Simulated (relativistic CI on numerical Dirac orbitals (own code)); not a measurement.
Charge states of lead

Computed by Dirac-Coulomb-Breit CI, orbitals from a KLI potential per configuration, model QED (radiative potential, 1s self-energy scaled to tabulated hydrogen-like ionisation energies), valence Slater integrals scaled by 0.9 (own radial code, finite nucleus).

Each species is treated in one configuration, given outside its closed core. Radial values are for the open shell of highest l, unscaled and averaged over j; ζ includes the Breit term. Labels give the leading LS character, summed over repeated terms.

```
  Ion  Configuration  Its lowest level  LS weight (%)    g_J  g√(J(J+1))       Next level   E (cm⁻¹)  ⟨r⟩ (bohr)  ⟨r²⟩ (bohr²)
Pb24+      4d10 4f12              3H_6             97  1.159        7.51             3F_4      10667       0.416        0.2012
Pb25+      4d10 4f11          4I°_15/2             90  1.183        9.44  J = 9/2 (mixed)      28044      0.4101         0.195
Pb26+      4d10 4f10              5I_8             74  1.210       10.26    J = 5 (mixed)      36089      0.4044        0.1892
Pb27+       4d10 4f9          6H°_15/2             63  1.267       10.11  J = 9/2 (mixed)      24356      0.3989        0.1837
Pb28+       4d10 4f8              7F_6             61  1.408        9.13    J = 4 (mixed)      14623      0.3936        0.1785
Pb29+       4d10 4f7           8S°_7/2             62  1.853        7.35  J = 7/2 (mixed)      51741      0.3885        0.1736
Pb30+       4d10 4f6                 ?              ?      ?           ?                ?          ?           ?             ?
Pb31+       4d10 4f5   J = 5/2 (mixed)             42  0.558        1.65          6H°_7/2      29255      0.3788        0.1645
Pb32+       4d10 4f4              5I_4             65  0.687        3.07             5I_5      34979      0.3742        0.1602
Pb33+       4d10 4f3           4I°_9/2             72  0.781        3.89  J = 3/2 (mixed)      45458      0.3698        0.1562
Pb34+       4d10 4f2              3H_4             84  0.832        3.72             3F_2      25957      0.3654        0.1523
Pb35+        4d10 4f           2F°_5/2            100  0.852        2.52          2F°_7/2      59774      0.3613        0.1487
Pb36+           4d10              1S_0            100               0.00                                                      
Pb37+            4d9            2D_5/2            100  1.195        3.54           2D_3/2     236230      0.3775         0.163
Pb38+            4d8              3F_4             87  1.212        5.42    J = 2 (mixed)      30164      0.3749        0.1608
Pb39+            4d7            4F_9/2             58  1.224        6.09  J = 3/2 (mixed)      42831      0.3723        0.1586
Pb40+            4d6     J = 4 (mixed)             41  1.245        5.57    J = 2 (mixed)      26706      0.3698        0.1564
Pb41+            4d5   J = 5/2 (mixed)             25  1.286        3.80  J = 5/2 (mixed)     202220      0.3673        0.1543
Pb42+            4d4              3P_0             60               0.00             5D_1     221540      0.3648        0.1522
Pb43+            4d3   J = 3/2 (mixed)             44  0.725        1.40           4F_5/2     227520      0.3624        0.1502
Pb44+            4d2              3F_2             73  0.766        1.88             3P_0      77214        0.36        0.1482
Pb45+             4d            2D_3/2            100  0.793        1.54           2D_5/2     268630      0.3576        0.1463
Pb46+   3d10 4s2 4p6              1S_0            100               0.00                                                      
Pb47+   3d10 4s2 4p5           2P°_3/2            100  1.327        2.57          2P°_1/2  1.312e+06      0.3554        0.1433
```

(1) Fill in the row of Pb30+.

Answers

(1) Its lowest level J = 0 (mixed); LS weight (%) 45; g√(J(J+1)) 0.00; Next level J = 1 (mixed); E (cm⁻¹) 25857; ⟨r⟩ (bohr) 0.3836; ⟨r²⟩ (bohr²) 0.1689.
